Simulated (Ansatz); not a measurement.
Isolated molecules relaxed with PBE0-D4/def2-TZVP in Ansatz; ΔE leaves out vibrations. CCSD(T)/CBS adds triple-zeta CCSD(T) − MP2 to the extrapolated MP2 energy (def2 sets, frozen cores). Functionals use def2-TZVPP. Each species was taken in one conformer, which may not be the lowest.

Consider the cleavage of the Si–Si bond: `[SiH3][SiH]1BN1` + `COB(O)F` → `COB(F)O[SiH3]` + `B1N[SiH2]1`.

Question: Is it downhill or uphill in electronic energy at CCSD(T)/CBS, and by how much? (An estimate is asked.)

Answer: Ansatz gave: Downhill: ΔE = -20.3 kcal/mol.

Question: What do these levels give: PBE-D4, r2SCAN0-D4, HF/def2-SVP, MP2/def2-SVP, MP2/def2-TZVPP, HF/def2-QZVPP? (An estimate is asked.)

Answer: Ansatz gave: PBE-D4 -13.8, r2SCAN0-D4 -19.2, HF/def2-SVP -23.5, MP2/def2-SVP -19.6, MP2/def2-TZVPP -21.5, HF/def2-QZVPP -27.2 kcal/mol.

Largest T1 diagnostic among the species: 0.015.

In def2-TZVPP, CCSD(T) changes the Hartree–Fock value by +6.5 kcal/mol (the triples alone add +1.0 kcal/mol) and MP2 by +5.1 kcal/mol. From BLYP to BHLYP (50 % exact exchange), in def2-TZVPP and without D4, ΔE moves by −4.1 kcal/mol. At CCSD(T), def2-SVP lies +1.8 kcal/mol from the extrapolated value and def2-TZVPP +0.1 kcal/mol.
